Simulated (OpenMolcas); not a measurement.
**Pd3+: moving or changing the point charges**

Pd3+ among 4 point charges of -1.5 e arranged as a tetrahedron (Td), 1.86 Å from the ion.
```
   1.0739    1.0739    1.0739  -1.50
   1.0739   -1.0739   -1.0739  -1.50
  -1.0739    1.0739   -1.0739  -1.50
  -1.0739   -1.0739    1.0739  -1.50
```

```yaml
Program: OpenMolcas
Method: CASSCF
Basis: ANO-RCC-VDZP [6s5p3d1f]
Scalar_Hamiltonian: DKH2, point nucleus
Active_space: 7 electrons in 5 orbitals (4d)
State_averaging: 2S+1 = 4 even, 10 roots; 2S+1 = 2 even, 40 roots
Spin-orbit_coupling: state interaction with AMFI integrals over the reference wave functions
```

Runs around this geometry, states (labels of Td). Energies in cm-1 above the lowest state or level, χT in cm3 K/mol; 10Dq and B are least-squares fits to the states below 45000 cm-1, weighted by degeneracy, with a free offset, and given where the rms deviation is under 5 % of |10Dq| (or 100 cm-1) and under 700 cm-1; 10Dq is negative for this site.

| R (Å) | q (e) | Ground state | First state of that spin | 10Dq | B (rms of fit) | First gap with spin-orbit (degeneracies) | χT at 300 K | First state of another spin |
| --- | --- | --- | --- | --- | --- | --- | --- | --- |
| 1.86 | -0.98 | 4A2 | 4T2 2156 | -2061 | 985 (33) | 1612 (4, 4) | 4.297 | 2E 17421 |
| 1.76 | -1.5 | 4A2 | 4T2 3809 | -3653 | 975 (61) | 3099 (4, 4) | 3.745 | 2E 17896 |
| 1.86 | -1.5 | 4A2 | 4T2 3070 | -2934 | 980 (47) | 2417 (4, 4) | 3.973 | 2E 17725 |
| 2.08 | -1.5 | 4A2 | 4T2 1947 | -1853 | 986 (32) | 1434 (4, 4) | 4.379 | 2E 17349 |

Taking |10Dq| as R^-n, n = -ln(1853 / 3653) / ln(2.08 / 1.76) = 4.1 between the shortest and longest distance. The point-charge formula for a cubic d site gives n = 5.

Scaling the charges by -0.98 / -1.5 = 0.65 scales |10Dq| by 2061 / 2934 = 0.70; with fixed orbitals a first-order splitting would follow the charge.

Without dynamic correlation the repulsion within the d shell is too large (B by tens of per cent), so at a given field states of lower spin stand too high. Spin-orbit coupling mixes the spin-free states strongly: the lowest level takes only 65 % from its leading state, 4A2 (figures for R = 1.86, q = -0.98; the like holds for R = 2.08, q = -1.5). The ground term spreads over less than 5000 cm-1, several times less than with real ligands, so orbital moments are less quenched and χT lies further from the spin-only value than at real sites (holds for R = 1.86, q = -0.98; R = 2.08, q = -1.5). This is an electrostatic model: the charges have no orbitals. No measured value stands beside these numbers.
